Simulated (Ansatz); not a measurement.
Reaction (ligand exchange at the Si–S bond): `F[SiH](F)S` + `[SiH3]S` → `F[SiH](F)S[SiH3]` + H₂S

Isolated molecules relaxed with PBE0-D4/def2-TZVP in Ansatz; ΔE leaves out vibrations. CCSD(T)/CBS adds triple-zeta CCSD(T) − MP2 to the extrapolated MP2 energy (def2 sets, frozen cores). This one scheme is used for every species. DFT in def2-TZVPP. One conformer a species, not always the lowest.

`F[SiH](F)S`:

Cartesian coordinates in Å:
```
F -0.048 -1.084 -1.309
Si -0.309 -0.390 0.091
F 0.684 -1.101 1.101
S 0.047 1.682 -0.002
H -1.698 -0.628 0.511
H 1.325 1.522 -0.391
```

`[SiH3]S`:

Cartesian coordinates in Å:
```
Si -0.225 0.342 0.333
S -0.102 -0.973 -1.347
H 0.003 -0.379 1.611
H -1.606 0.879 0.295
H 0.754 1.454 0.229
H 1.175 -1.323 -1.121
```

`F[SiH](F)S[SiH3]`:

```xyz
9

F    -1.482   -1.363   -0.061
Si   -0.512   -1.009    1.145
F     0.727   -1.985    0.993
S     0.072    1.005    1.060
Si    0.511    1.126   -1.048
H    -1.183   -1.292    2.421
H    -0.724    1.407   -1.815
H     1.126   -0.140   -1.511
H     1.465    2.251   -1.183
```

H₂S:

Cartesian coordinates in Å:
```
S 0.048 -0.563 -0.253
H 0.936 0.388 0.072
H -0.984 0.176 0.181
```

Q: Is it downhill or uphill in electronic energy at CCSD(T)/CBS, and by how much? (Best estimate.)

A: Computed: Downhill: ΔE = -8.6 kJ/mol.

Q: What do these levels give: r2SCAN-D4, PBE0-D4, ωB97X-V, B2PLYP, PBE, HF/def2-TZVPP, MP2/def2-TZVPP, CCSD(T)/def2-TZVPP, MP2/def2-QZVPP, HF/CBS(def2), MP2/CBS(def2), CCSD/CBS(def2)? (Estimate.)

A: The calculation gave: r2SCAN-D4 -7.8, PBE0-D4 -8.0, ωB97X-V -7.5, B2PLYP -4.7, PBE -3.5, HF/def2-TZVPP -2.9, MP2/def2-TZVPP -8.8, CCSD(T)/def2-TZVPP -7.4, MP2/def2-QZVPP -9.5, HF/CBS(def2) -3.0, MP2/CBS(def2) -10.0, CCSD/CBS(def2) -7.6 kJ/mol.

Largest T1 diagnostic among the species: 0.012.

In def2-TZVPP, CCSD(T) changes the Hartree–Fock value by −4.5 kJ/mol (the triples alone add −1.0 kJ/mol) and MP2 by −5.9 kJ/mol. The D4 term adds −6.6 kJ/mol with B3LYP and −3.7 kJ/mol with PBE0; it sums over pairs of atoms, weighted by their polarisabilities, and B3LYP, whose exchange is more repulsive, gets the larger term.

B3LYP here is the variant with VWN-RPA as its local correlation; programs differ in this.
